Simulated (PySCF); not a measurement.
**TDDFT excited states: C3H6N2OSi**

Species: C3H6N2OSi.
Structure used (GFN2-xTB), in Å, numbered top down from 1:
```
atom  x, y, z in Å
O1     2.2511    1.2908   -0.2547
C2     2.2613    0.1893   -0.7470
N3     1.3028   -0.7050   -0.4692
Si4    0.1275   -0.1555    0.7088
C5    -1.4110    0.8131    0.0757
C6    -2.0723   -0.5006    0.3418
N7    -1.2133   -1.3469    0.7608
H8     3.0402   -0.1487   -1.4501
H9     1.3215   -1.6248   -0.8778
H10    0.7560    0.1917    1.9664
H11   -1.7944    1.6265    0.6857
H12   -1.4552    1.1158   -0.9682
H13   -3.1184   -0.7452    0.2100
```

Method used: TDDFT wB97X-D/def2-SVPD, vertical, gas phase, core orbitals frozen in the response in PySCF.

| state | E (eV) | E (hartree) | f | \|μ\| (D) | main configurations (H = HOMO, L = LUMO) |
| --- | --- | --- | --- | --- | --- |
| S1 | 4.42 | 0.1624 | 0.0008 | 0.22 | H→L (95%) |
| S2 | 5.75 | 0.2113 | 0.0007 | 0.18 | H-1→L+1 (45%), H-2→L+1 (38%) |
| S3 | 6.54 | 0.2404 | 0.014 | 0.75 | H-1→L (26%), H→L+1 (23%), H-2→L (17%) |
| S4 | 6.56 | 0.2411 | 0.012 | 0.68 | H→L+1 (37%), H-1→L (20%), H→L+3 (17%) |
| S5 | 6.91 | 0.2539 | 0.014 | 0.72 | H→L+3 (44%), H→L+1 (20%), H→L+4 (15%) |
| S6 | 7.15 | 0.2629 | 0.102 | 1.94 | H-2→L+1 (38%), H-1→L+1 (31%) |
| S7 | 7.45 | 0.2737 | 0.031 | 1.04 | H→L+2 (45%), H→L+6 (27%), H→L+4 (13%) |
| S8 | 7.53 | 0.2766 | 0.026 | 0.95 | H→L+4 (45%), H→L+3 (17%), H→L+2 (14%) |

Triplets (Tamm–Dancoff): T1 3.83 eV, H→L (92%); T2 5.20 eV, H-3→L (64%), H-4→L (19%); T3 5.30 eV, H-1→L+1 (47%), H-2→L+1 (35%).

The lowest singlet lies at 4.42 eV (281 nm, ultraviolet) and is very weak; its leading configuration is HOMO→LUMO (95%). The most intense listed level is S6 at 7.15 eV (173 nm, f = 0.102), 2.73 eV above S1. Löwdin shares by element: HOMO nitrogen 61% or more, carbon 21% or more, silicon 9%; LUMO carbon 46% or more, nitrogen 31% or more, silicon 6% (atoms not listed hold the other 17%). Orbital energies (eV): HOMO-3 -10.93, HOMO-2 -10.17, HOMO-1 -10.07, HOMO -8.93, LUMO 1.30, LUMO+1 1.61, LUMO+2 2.14. Weighted by f, the mean energy of these states is 7.14 eV. The oscillator strengths of these states sum to 0.199; summed over the whole spectrum of an exact calculation they would give the number of electrons, 60 (Thomas–Reiche–Kuhn). Singlets were solved by full linear response, triplets in the Tamm–Dancoff approximation.

One conformer stands for the species.
